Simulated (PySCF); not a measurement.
Isomers of C6H9FO2S, mass 164.031 u with the commonest isotopes. Level of theory: PBE0/pcSseg-1 in PySCF (dipole) on a GFN2-xTB geometry, gas phase. One conformer each, none proved a minimum here; rigid rotors.

Question: Order these by rotational constant B, smallest first.
A. `[CH3:1][S:2][C@@H:3]1[CH2:4][C@@:5]([F:6])([C:7]([CH3:8])=[O:9])[O:10]1` with C1–S2–C3–C4 174°, C4–C5–C7–C8 -176°
B. `[CH2:1]=[C:2]([CH3:3])[C@@H:4]1[CH2:5][C@@H:6]([F:7])[S:8]1(=[O:9])=[O:10]` with C1–C2–C4–C5 -20°, C2–C4–C5–C6 -139°, C4–C5–C6–F7 -91°, C5–C6–S8–O9 93°, C2–C4–S8–C6 140°
C. `[CH3:1]/[CH:2]=[CH:3]/[C:4]([F:5])=[CH:6]\[S:7]([CH3:8])(=[O:9])=[O:10]` with C2–C3–C4–F5 -4°, C4–C6–S7–C8 -84°

Answer: A (622.1 MHz), C (661.8 MHz), B (986.9 MHz).

Question: Order these by out-of-plane moment Σ m c² = (Ia + Ib − Ic)/2, largest first.
A. `[CH2:1]=[C:2]([CH3:3])[C@@H:4]1[CH2:5][C@@H:6]([F:7])[S:8]1(=[O:9])=[O:10]` with C1–C2–C4–C5 -20°, C2–C4–C5–C6 -139°, C4–C5–C6–F7 -91°, C5–C6–S8–O9 93°, C2–C4–S8–C6 140°
B. `[CH3:1][S:2][C@@H:3]1[CH2:4][C@@:5]([F:6])([C:7]([CH3:8])=[O:9])[O:10]1` with C1–S2–C3–C4 174°, C4–C5–C7–C8 -176°
C. `[CH3:1]/[CH:2]=[CH:3]/[C:4]([F:5])=[CH:6]\[S:7]([CH3:8])(=[O:9])=[O:10]` with C2–C3–C4–F5 -4°, C4–C6–S7–C8 -84°

Answer: B (94.92 u·Å²), A (72.56 u·Å²), C (62.13 u·Å²).

Question: Order these by rotational constant A, smallest first.
A. `[CH3:1][S:2][C@@H:3]1[CH2:4][C@@:5]([F:6])([C:7]([CH3:8])=[O:9])[O:10]1` with C1–S2–C3–C4 174°, C4–C5–C7–C8 -176°
B. `[CH3:1]/[CH:2]=[CH:3]/[C:4]([F:5])=[CH:6]\[S:7]([CH3:8])(=[O:9])=[O:10]` with C2–C3–C4–F5 -4°, C4–C6–S7–C8 -84°
C. `[CH2:1]=[C:2]([CH3:3])[C@@H:4]1[CH2:5][C@@H:6]([F:7])[S:8]1(=[O:9])=[O:10]` with C1–C2–C4–C5 -20°, C2–C4–C5–C6 -139°, C4–C5–C6–F7 -91°, C5–C6–S8–O9 93°, C2–C4–S8–C6 140°

Answer: C (1825 MHz), B (1911 MHz), A (2512 MHz).

| SMILES | point group | Ia (u·Å²) | Ib (u·Å²) | Ic (u·Å²) | κ | μa (D) | μb (D) | μc (D) |
| --- | --- | --- | --- | --- | --- | --- | --- | --- |
| C=C(C)[C@@H]1C[C@@H](F)S1(=O)=O | C1 | 276.87 | 512.11 | 643.86 | -0.61 | 1.86 | 3.91 | 0.02 |
| C/C=C/C(F)=C\S(C)(=O)=O | C1 | 264.52 | 763.70 | 903.97 | -0.85 | 3.48 | 0.29 | 3.55 |
| CS[C@@H]1C[C@@](F)(C(C)=O)O1 | C1 | 201.18 | 812.33 | 823.67 | -0.99 | 0.55 | 0.12 | 1.10 |
